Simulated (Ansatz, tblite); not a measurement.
Forces on B2(Cl)4 (B2Cl4) at its PBE0-D4/def2-SVP geometry. Charge 0, multiplicity 1.

The xTB rows come from tblite.

GFN1-xTB (tblite), largest force 0.67 eV/Å:

```xyz
6
positions Å, forces eV/Å
B    -0.714    0.313    0.329    0.552   -0.250   -0.256
Cl   -1.440   -0.437    1.731   -0.096    0.020    0.064
Cl   -1.479    1.712   -0.387   -0.097    0.071    0.022
B     0.715   -0.312   -0.330   -0.565    0.247    0.263
Cl    2.264    0.131    0.346    0.126   -0.022   -0.022
Cl    0.654   -1.408   -1.689    0.080   -0.066   -0.073
```

GFN2-xTB (tblite), largest force 0.60 eV/Å:

```
B -0.279 0.115 0.125
Cl 0.104 0.369 -0.464
Cl 0.120 -0.462 0.361
B 0.268 -0.118 -0.120
Cl -0.415 -0.247 -0.344
Cl 0.202 0.343 0.442
```

PBE0-D4/def2-TZVP (Ansatz), largest force 0.18 eV/Å:

```
B -0.031 0.003 0.012
Cl 0.088 0.062 -0.149
Cl 0.095 -0.134 0.063
B 0.018 -0.009 -0.004
Cl -0.156 -0.026 -0.058
Cl -0.013 0.104 0.136
```
